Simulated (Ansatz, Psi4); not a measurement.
Here is a job for Ansatz (a quantum-chemistry and plane-wave program).
Ansatz 0.2 input:
```yaml
crystal:
  periodic: [false, false, false]
  atoms:
    - {symbol: Ga, position_ang: [0.00000000, 0.00000000, -0.00000000]}
    - {symbol: Cl, position_ang: [-1.75999983, -1.10581726, -0.20820478]}
    - {symbol: Cl, position_ang: [0.10032532, 1.95214694, -0.73677512]}
    - {symbol: Cl, position_ang: [1.65967451, -0.84632969, 0.94497990]}
basis:
  gaussian:
    orbitals: def2-SVP
hamiltonian:
  xc: pbe0
accuracy: high
```

### Question
Give the equivalent Psi4 input.

### Answer
This is not unique; one that fits is 
```
memory 2 GB

molecule {
0 1
  Ga    0.00000000    0.00000000   -0.00000000
  Cl   -1.75999983   -1.10581726   -0.20820478
  Cl    0.10032532    1.95214694   -0.73677512
  Cl    1.65967451   -0.84632969    0.94497990
}

set basis def2-svp
set scf_type pk
set puream true
set d_convergence 1e-8
set dft_radial_points 99
set dft_spherical_points 590

energy('pbe0')
print_variables()
```

Both were run: Ansatz gave -3304.237315 Eh and Psi4 -3304.237317 Eh, 0.002 mEh apart.
